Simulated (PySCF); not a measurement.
Two species compared at the same levels of theory.

First species: C₆H₁₀F₂.
Cartesian coordinates in Å at the GFN2-xTB level; atoms count from 1:
```xyz
18
C6H10F2 angstrom
F      0.252    2.717   -0.153
C      0.099    1.410    0.276
C      1.337    0.604   -0.097
C      1.161   -0.841    0.359
C     -0.076   -1.462   -0.287
C     -1.322   -0.639    0.025
F     -1.584   -0.715    1.384
C     -1.155    0.825   -0.366
H     -0.018    1.462    1.366
H      1.474    0.646   -1.180
H      2.216    1.050    0.372
H      2.044   -1.425    0.097
H      1.046   -0.867    1.444
H     -0.219   -2.478    0.085
H      0.045   -1.505   -1.370
H     -2.206   -1.067   -0.465
H     -2.030    1.395   -0.048
H     -1.072    0.897   -1.452
```

Second species: C₃H₆F₂OSi.
SMILES: `FC([C@@H]1[SiH2]OC1)F`

Levels: B3LYP/def2-SVPD for HOMO energy, LUMO energy, HOMO–LUMO gap and static isotropic polarisability; TDDFT B3LYP/def2-SVPD for lowest singlet excitation; TDA B3LYP/def2-SVPD for lowest triplet excitation (Tamm–Dancoff). Geometries: GFN2-xTB. Each species is one conformer at its optimised geometry, gas phase, non-relativistic unless stated; the electronic structure was computed with PySCF and density fitting.

The conformers computed, where there is a choice (atom-mapped SMILES and torsion angles):
- `[F:1][CH:2]([F:3])[C@H:4]1[CH2:5][O:6][SiH2:7]1`: F1–C2–C4–C5 -167°

The conformers of `F[C@@H]1CCC[C@@H](F)C1` aren't listed.

Values for the first species:

| Item | Value |
| --- | --- |
| HOMO energy | -8.47 eV |
| LUMO energy | 0.25 eV |
| HOMO–LUMO gap | 8.72 eV |
| Lowest singlet excitation | 7.84 eV |
| Lowest triplet excitation (Tamm–Dancoff) | 7.67 eV |
| Static isotropic polarisability | 70.0 au |

Problem. Estimate the same properties for the second species, and the change in each.

Solution. 
| property | first | second | second less first |
| --- | --- | --- | --- |
| HOMO energy | -8.47 eV | -8.12 eV | +0.35 eV |
| LUMO energy | 0.25 eV | -0.85 eV | -1.10 eV |
| HOMO–LUMO gap | 8.72 eV | 7.27 eV | -1.45 eV |
| lowest singlet excitation | 7.84 eV | 6.11 eV | -1.73 eV |
| lowest triplet excitation (Tamm–Dancoff) | 7.67 eV | 5.85 eV | -1.82 eV |
| static isotropic polarisability | 70.0 au | 63.5 au | -6.5 au |

On the first: S1 lies 0.88 eV below the HOMO–LUMO gap; its leading configuration is HOMO→LUMO, weight 0.99. No computed singlet falls in the visible range (750 to 380 nm, 1.65 to 3.26 eV); S1 lies 4.58 eV above its blue end.

On the second: In wavenumbers S1 is 49300 cm⁻¹ (1 eV = 8065.54 cm⁻¹). The vertical singlet–triplet gap S1 − T1 is 0.26 eV (TDDFT singlet less Tamm–Dancoff triplet; S1: HOMO→LUMO, weight 0.99; T1: HOMO→LUMO, weight 0.98).
